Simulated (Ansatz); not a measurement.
Reaction (ligand exchange at a Ge–C bond): `C=[C]([GeH3])Br` + `OPO` → `O[P](O)[GeH3]` + `C=CBr`

Gas-phase electronic energies from Ansatz, PBE0-D4/def2-TZVP geometries. CBS: MP2 limit from def2 TZ/QZ plus the TZ coupled-cluster correction, frozen cores. DFT in def2-TZVPP. For Br, Ge outer-core shells are correlated without core-valence functions, which leaves a few kJ/mol of doubt a bond. Scalar relativity is left out up to krypton. Each species was taken in one conformer, which may not be the lowest.

```json
{"species": "`C=[C]([GeH3])Br`", "PBE0 energy (Eh)": "-4729.71275"}
{"species": "`OPO`", "PBE0 energy (Eh)": "-493.43045"}
{"species": "`O[P](O)[GeH3]`", "PBE0 energy (Eh)": "-2571.37422"}
{"species": "`C=CBr`", "PBE0 energy (Eh)": "-2651.77693"}
```

(1) Work out ΔE.

Largest T1 diagnostic among the species: 0.014.

## Answers

(1) ΔE = (-2571.37422) + (-2651.77693) − (-4729.71275) − (-493.43045) = -0.00795 Eh = -20.9 kJ/mol. CCSD(T)/CBS gives -8.1 kJ/mol.

From PBE to PBE0 (25 % exact exchange), in def2-TZVPP and without D4, ΔE moves by +5.6 kJ/mol.
